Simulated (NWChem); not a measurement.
# C4H4FN; SMILES N#C/C(C)=C/F

All runs: NWChem. Pople sets run with spherical d functions. The geometry was optimised at PBE0/def2-SVP. Level B3LYP/6-31G*: energy and gradient on several grids; changes count from the extra-fine grid, which is no exact limit either.

**Question.** Which is the coarsest grid (coarse; xcoarse; xfine; fine; medium) from which on the energy stays within 500 μHa and each gradient component within 500 μHa/bohr of xfine?

**Answer.** coarse.
| grid | size of the energy change (μHa) | largest change of a gradient component (μHa/bohr) | time, medium = 1 (rough) |
|---|---|---|---|
| xcoarse | 5000 | 3000 | about 1 |
| coarse | < 10 | 200 | about 1 |
| medium | < 10 | < 30 | about 1 |
| fine | < 10 | < 30 | about 1 |
| xfine | < 10 | < 30 | 2 |
